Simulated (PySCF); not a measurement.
CH₄BClSi, CH₅ClSi₂, CH₈Si₃, CH₉NSi₂ and others (calculated)

All values are calculated (PySCF 2.14.0). Calculation on a computer-drawn molecule: the log of a Hartree-Fock and frozen-core CCSD(T) single point meant for a local Hartree-Fock minimum, with one planted fault or none, to be diagnosed. Offsets are logged minus clean, where the clean run is the same molecule without the fault. The reference is restricted for singlets and unrestricted otherwise, and also for a bond in bohr or an excited solution. Adding or removing an electron swaps singlet and doublet. The excited solution moves the top pair (singlet) or top alpha electron (doublet) to the lowest empty orbital. Highest occupied and lowest empty are orbital energies over both spins, largest force is the largest gradient component, triples share is (T) over the correlation energy, the T1 limit is 0.02 restricted and 0.045 unrestricted, electrons count all cores, a negative frequency is imaginary (commonest isotopes), and the dipole is about the centre of nuclear charge.

Common to all runs: meant charge 0; meant basis cc-pV(D+d)Z; logged SCF converged yes; logged CC converged yes; logged SCF stable within its kind yes; possible faults no fault, one electron removed, one electron added, multiplicity raised by two, geometry at a saddle point, SCF held on an excited solution, minimal basis STO-3G, one bond length entered in bohr, all coordinates scaled.

(1) 
```xyz
8
formula=CH4BClSi meant_multiplicity=1 logged_electrons=47 logged_basis_functions=94 logged_spin_squared=0.781 logged_highest_occupied=0.31005 logged_lowest_empty=8.7784 logged_largest_force=0.048341 logged_T1_diagnostic=0.015256 logged_D1_diagnostic=0.056905 logged_triples_share=0.031078 logged_dipole_magnitude=1.3749 logged_energy_HF=-813.26442 logged_energy_CCSD(T)=-813.78977 planted_fault=one_electron_added HF_energy_offset_from_clean_run=34.2 CCSD(T)_energy_offset_from_clean_run=27.22
Si     0.4766     0.9051     1.6081
C     -0.4485     2.4252     1.0882
B     -0.4809     2.8287    -0.2295
Cl    -0.4933     3.2869    -1.8626
H     -0.4216    -0.0943     2.2362
H      1.1069     0.2860     0.4157
H      1.5417     1.2218     2.5906
H     -0.9733     3.0048     1.8431
```

Units: logged_highest_occupied, logged_lowest_empty in eV; logged_largest_force in hartree/bohr; logged_dipole_magnitude in debye; logged_energy_HF, logged_energy_CCSD(T) in hartree; HF_energy_offset_from_clean_run, CCSD(T)_energy_offset_from_clean_run in kcal/mol.

Drawn bonds:
```tsv
atom	other atom	order
1	2	1
2	3	2
3	4	1
1	5	1
1	6	1
1	7	1
2	8	1
```

Notes: highest electron not bound in this basis.

(2) 
```xyz
9
formula=CH5ClSi2 meant_multiplicity=1 logged_electrons=56 logged_basis_functions=108 logged_spin_squared=2.0286 logged_highest_occupied=-6.0001 logged_lowest_empty=0.077608 logged_largest_force=0.1088 logged_T1_diagnostic=0.014245 logged_D1_diagnostic=0.059881 logged_triples_share=0.025982 logged_dipole_magnitude=2.5256 logged_energy_HF=-1078.07045 logged_energy_CCSD(T)=-1078.58046 planted_fault=multiplicity_raised_by_two HF_energy_offset_from_clean_run=54.23 CCSD(T)_energy_offset_from_clean_run=75.44
Si     1.8099     3.0520    -0.0258
C      2.0005     1.3469    -0.7296
Si     3.0023     0.0835    -0.2453
Cl     4.3113     0.1517     1.3196
H      0.4158     3.2916     0.4238
H      2.1268     4.0876    -1.0407
H      2.7159     3.2338     1.1315
H      1.3809     1.0934    -1.5901
H      3.0789    -1.2370    -0.8723
```

Units: logged_highest_occupied, logged_lowest_empty in eV; logged_largest_force in hartree/bohr; logged_dipole_magnitude in debye; logged_energy_HF, logged_energy_CCSD(T) in hartree; HF_energy_offset_from_clean_run, CCSD(T)_energy_offset_from_clean_run in kcal/mol.

Drawn bonds:
```tsv
atom	other atom	order
1	2	1
2	3	2
3	4	1
1	5	1
1	6	1
1	7	1
2	8	1
3	9	1
```

(3) 
```xyz
12
formula=CH8Si3 meant_multiplicity=1 logged_electrons=56 logged_basis_functions=123 logged_spin_squared=2.0296 logged_highest_occupied=-6.4415 logged_lowest_empty=0.14186 logged_largest_force=0.12017 logged_T1_diagnostic=0.014105 logged_D1_diagnostic=0.045445 logged_triples_share=0.026358 logged_dipole_magnitude=1.4275 logged_energy_HF=-909.21917 logged_energy_CCSD(T)=-909.7122 planted_fault=multiplicity_raised_by_two HF_energy_offset_from_clean_run=38.7 CCSD(T)_energy_offset_from_clean_run=62.68
Si    -0.0377    -0.1052     0.8073
C     -1.3134     0.7913    -0.1941
Si    -1.1535     1.2816    -1.8175
Si     0.7570     0.9230    -3.1627
H      1.1724    -0.3342    -0.0239
H     -0.5282    -1.4244     1.2797
H      0.3678     0.6664     2.0091
H     -2.2542     1.0260     0.3018
H     -2.2648     1.9915    -2.4876
H      0.4861     1.5061    -4.4976
H      1.9370     1.5876    -2.5689
H      1.0218    -0.5248    -3.3061
```

Units: logged_highest_occupied, logged_lowest_empty in eV; logged_largest_force in hartree/bohr; logged_dipole_magnitude in debye; logged_energy_HF, logged_energy_CCSD(T) in hartree; HF_energy_offset_from_clean_run, CCSD(T)_energy_offset_from_clean_run in kcal/mol.

Drawn bonds:
```tsv
atom	other atom	order
1	2	1
2	3	2
3	4	1
1	5	1
1	6	1
1	7	1
2	8	1
3	9	1
4	10	1
4	11	1
4	12	1
```

(4) 
```xyz
12
formula=CH8Si3 meant_multiplicity=1 logged_electrons=57 logged_basis_functions=123 logged_spin_squared=0.7721 logged_highest_occupied=-0.24427 logged_lowest_empty=7.4691 logged_largest_force=0.053254 logged_T1_diagnostic=0.014913 logged_D1_diagnostic=0.046892 logged_triples_share=0.031312 logged_dipole_magnitude=1.3948 logged_energy_HF=-909.25837 logged_energy_CCSD(T)=-909.79901 planted_fault=one_electron_added HF_energy_offset_from_clean_run=14.1 CCSD(T)_energy_offset_from_clean_run=8.201
Si    -0.0377    -0.1052     0.8073
C     -1.3134     0.7913    -0.1941
Si    -1.1535     1.2816    -1.8175
Si     0.7570     0.9230    -3.1627
H      1.1724    -0.3342    -0.0239
H     -0.5282    -1.4244     1.2797
H      0.3678     0.6664     2.0091
H     -2.2542     1.0260     0.3018
H     -2.2648     1.9915    -2.4876
H      0.4861     1.5061    -4.4976
H      1.9370     1.5876    -2.5689
H      1.0218    -0.5248    -3.3061
```

Units: logged_highest_occupied, logged_lowest_empty in eV; logged_largest_force in hartree/bohr; logged_dipole_magnitude in debye; logged_energy_HF, logged_energy_CCSD(T) in hartree; HF_energy_offset_from_clean_run, CCSD(T)_energy_offset_from_clean_run in kcal/mol.

Drawn bonds:
```tsv
atom	other atom	order
1	2	1
2	3	2
3	4	1
1	5	1
1	6	1
1	7	1
2	8	1
3	9	1
4	10	1
4	11	1
4	12	1
```

(5) 
```xyz
13
formula=CH9NSi2 meant_multiplicity=1 logged_electrons=50 logged_basis_functions=37 logged_spin_squared=0 logged_highest_occupied=-7.3293 logged_lowest_empty=13.212 logged_largest_force=0.036253 logged_T1_diagnostic=0.0058242 logged_D1_diagnostic=0.024211 logged_triples_share=0.0098826 logged_dipole_magnitude=0.68683 logged_energy_HF=-667.5965 logged_energy_CCSD(T)=-667.84102 planted_fault=minimal_basis_STO-3G HF_energy_offset_from_clean_run=4918 CCSD(T)_energy_offset_from_clean_run=5145
Si    -1.6726     0.3664    -0.0811
C     -2.3036     0.0461     1.6799
N     -1.6974     0.8677     2.7261
Si    -0.0191     0.9586     3.1229
H     -0.2434     0.0018    -0.2258
H     -1.8462     1.7898    -0.4494
H     -2.4688    -0.4828    -1.0006
H     -3.3753     0.2666     1.6399
H     -2.2304    -1.0312     1.8887
H     -2.3024     0.9587     3.5214
H      0.0738     1.7741     4.3544
H      0.7412     1.6046     2.0300
H      0.6186    -0.3611     3.3750
```

Units: logged_highest_occupied, logged_lowest_empty in eV; logged_largest_force in hartree/bohr; logged_dipole_magnitude in debye; logged_energy_HF, logged_energy_CCSD(T) in hartree; HF_energy_offset_from_clean_run, CCSD(T)_energy_offset_from_clean_run in kcal/mol.

Drawn bonds:
```tsv
atom	other atom	order
1	2	1
2	3	1
3	4	1
1	5	1
1	6	1
1	7	1
2	8	1
2	9	1
3	10	1
4	11	1
4	12	1
4	13	1
```

(6) 
```xyz
13
formula=H9NSi3 meant_multiplicity=1 logged_electrons=59 logged_basis_functions=128 logged_spin_squared=0.7582 logged_highest_occupied=2.3421 logged_lowest_empty=8.1604 logged_largest_force=0.041756 logged_T1_diagnostic=0.020407 logged_D1_diagnostic=0.11884 logged_triples_share=0.029521 logged_dipole_magnitude=1.9012 logged_energy_HF=-926.43529 logged_energy_CCSD(T)=-927.03359 planted_fault=one_electron_added HF_energy_offset_from_clean_run=64.86 CCSD(T)_energy_offset_from_clean_run=45.23
Si    -0.8175    -2.5671     1.7128
N      0.0370    -1.3859     2.6461
Si     0.4767     0.2730     2.3603
Si     0.2391     0.9300     0.0994
H     -0.9045    -2.0750     0.3214
H     -0.1026    -3.8643     1.7374
H     -2.1913    -2.8093     2.2153
H      0.2649    -1.6962     3.5778
H     -0.3326     1.2003     3.1943
H      1.8909     0.4807     2.7640
H     -1.1758     0.8873    -0.3415
H      1.0491     0.0786    -0.8044
H      0.7226     2.3298    -0.0073
```

Units: logged_highest_occupied, logged_lowest_empty in eV; logged_largest_force in hartree/bohr; logged_dipole_magnitude in debye; logged_energy_HF, logged_energy_CCSD(T) in hartree; HF_energy_offset_from_clean_run, CCSD(T)_energy_offset_from_clean_run in kcal/mol.

Drawn bonds:
```tsv
atom	other atom	order
1	2	1
2	3	1
3	4	1
1	5	1
1	6	1
1	7	1
2	8	1
3	9	1
3	10	1
4	11	1
4	12	1
4	13	1
```

Notes: highest electron not bound in this basis.

(7) 
```xyz
13
formula=H9NSi3 meant_multiplicity=1 logged_electrons=58 logged_basis_functions=128 logged_spin_squared=0 logged_highest_occupied=-10.617 logged_lowest_empty=3.2141 logged_largest_force=6.946e-06 logged_lowest_frequency=30.259 logged_T1_diagnostic=0.01174 logged_D1_diagnostic=0.027317 logged_triples_share=0.024904 logged_dipole_magnitude=1.0265 logged_energy_HF=-926.53866 logged_energy_CCSD(T)=-927.10567 planted_fault=no_fault HF_energy_offset_from_clean_run=0 CCSD(T)_energy_offset_from_clean_run=0
Si    -0.8175    -2.5671     1.7128
N      0.0370    -1.3859     2.6461
Si     0.4767     0.2730     2.3603
Si     0.2391     0.9300     0.0994
H     -0.9045    -2.0750     0.3214
H     -0.1026    -3.8643     1.7374
H     -2.1913    -2.8093     2.2153
H      0.2649    -1.6962     3.5778
H     -0.3326     1.2003     3.1943
H      1.8909     0.4807     2.7640
H     -1.1758     0.8873    -0.3415
H      1.0491     0.0786    -0.8044
H      0.7226     2.3298    -0.0073
```

Units: logged_highest_occupied, logged_lowest_empty in eV; logged_largest_force in hartree/bohr; logged_lowest_frequency in cm⁻¹; logged_dipole_magnitude in debye; logged_energy_HF, logged_energy_CCSD(T) in hartree; HF_energy_offset_from_clean_run, CCSD(T)_energy_offset_from_clean_run in kcal/mol.

Drawn bonds:
```tsv
atom	other atom	order
1	2	1
2	3	1
3	4	1
1	5	1
1	6	1
1	7	1
2	8	1
3	9	1
3	10	1
4	11	1
4	12	1
4	13	1
```

(8) 
```xyz
7
formula=ClH4Si2 meant_multiplicity=2 logged_electrons=49 logged_basis_functions=89 logged_spin_squared=1.5869 logged_highest_occupied=-9.0124 logged_lowest_empty=0.80916 logged_largest_force=0.010097 logged_T1_diagnostic=0.045094 logged_D1_diagnostic=0.1945 logged_triples_share=0.032686 logged_dipole_magnitude=1.6176 logged_energy_HF=-1039.60625 logged_energy_CCSD(T)=-1039.97752
Si     0.9115     0.9058    -3.0258
Si    -1.1373     1.2091    -1.8905
Cl    -0.7884     1.7003     0.1085
H      0.3442     0.2333    -5.6839
H      1.7142    -0.1722    -2.4036
H      1.6691     2.1756    -2.9854
H     -2.0126     0.0150    -1.8985
```

Units: logged_highest_occupied, logged_lowest_empty in eV; logged_largest_force in hartree/bohr; logged_dipole_magnitude in debye; logged_energy_HF, logged_energy_CCSD(T) in hartree.

Drawn bonds:
```tsv
atom	other atom	order
1	2	1
2	3	1
1	4	1
1	5	1
1	6	1
2	7	1
```

Notes: T1 above single-reference limit.

Questions
1. Which fault was planted in the run of ClH₄Si₂ (entry 8)?

Answers
1. one bond length entered in bohr, row 3 of the drawn bonds

Further results for ClH₄Si₂ (entry 8):

* HF energy offset from clean run: 68.38 kcal/mol
* CCSD(T) energy offset from clean run: 75.46 kcal/mol
